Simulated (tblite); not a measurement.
C5H6FNSi.
Atom-mapped SMILES: `[CH3:1][C@H:2]1[SiH2:3][C:4]([F:5])=[C:6]1[C:7]#[N:8]` (hydrogens: H9, H10, H11 on C1; H12 on C2; H13, H14 on Si3)

Level: GFN2-xTB in tblite, geometry and Hessian alike; calculated harmonic values, unscaled, isolated species. This tight-binding method is rough: wavenumbers can miss measured ones by several per cent, in bad cases by 10 to 20. Modes of hydrogen on silicon can be 10 to 20 % off.

Harmonic wavenumbers (cm⁻¹): 74.6, 113.3, 157.5, 212.3, 232.7, 305.2, 330.8, 364.2, 436.9, 456.0, 494.9, 507.3, 598.0, 608.3, 658.1, 678.5, 757.3, 851.7, 995.6, 1024.8, 1095.8, 1153.2, 1163.4, 1246.9, 1287.1, 1413.2, 1496.8, 1503.4, 1624.2, 2316.2, 2319.5, 2349.2, 2946.4, 3012.5, 3027.9, 3033.3.

A = 2144, B = 1578, C = 971.3 MHz; mass 127.025 u (most abundant isotopes); point group C1, symmetry number 1.

What is the zero-point energy?

½Σν̃ = 20424 cm⁻¹ = 58.39 kcal/mol.

Give the ideal-gas entropy at 273.15 K and 1 bar in the rigid-rotor, harmonic-oscillator model (classical rotation).

Translation 40.02, rotation 28.71, vibration 20.57: S = 89.3 cal/(mol K).

And Cp and H(273.15 K) − H(0)?

Cp = 32.70 cal/(mol K), of which vibrations give 24.75 (their classical limit is 36 R = 71.5); H(273.15 K) − H(0) = 5.42 kcal/mol without the zero-point energy, 3.25 from vibrations.

Blend soft modes into free rotors: weight 1/[1 + (100 cm⁻¹/ν̃)⁴] for the oscillator and the rest for a rotor with moment μB/(μ + B), μ = h/(8π²ν), B = 10⁻⁴⁴ kg m². What vibrational entropy results?

19.83 cal/(mol K) in place of 20.57, which changes −T·S at 273.15 K by +0.20 kcal/mol.

Which modes carry the vibrational entropy at 273.15 K?

74.6 cm⁻¹: 3.86; 113.3 cm⁻¹: 3.04; 157.5 cm⁻¹: 2.41; 212.3 cm⁻¹: 1.87; 232.7 cm⁻¹: 1.70; 305.2 cm⁻¹: 1.24 cal/(mol K); the other 30 give 6.44 together.

How do the functions run with temperature in this model?

| T (K) | S (cal/(mol K)) | Cp (cal/(mol K)) | H − H(0) (kcal/mol) | G − H(0) (kcal/mol) | ln q(vib) |
| --- | --- | --- | --- | --- | --- |
| 100 | 65.7 | 16.2 | 1.12 | -5.45 | 0.86 |
| 200 | 80.1 | 26.3 | 3.26 | -12.77 | 2.78 |
| 300 | 92.5 | 34.8 | 6.33 | -21.41 | 4.95 |
| 500 | 113.4 | 47.3 | 14.62 | -42.07 | 9.33 |
| 800 | 138.3 | 58.6 | 30.66 | -79.98 | 15.42 |
| 1000 | 151.9 | 63.5 | 42.90 | -109.03 | 19.09 |

q(vib) and H(0) count from the zero-point level.

Hindered rotation and anharmonicity are outside this model. The structure is chiral; the term R ln 2 for an equal mix with its mirror image is left out.

On an Arm Neoverse V1 with one thread, shared host with 32 logical CPUs at a one-minute load of 25, this took 0.45 s wall. The figure is for the frequency step alone.
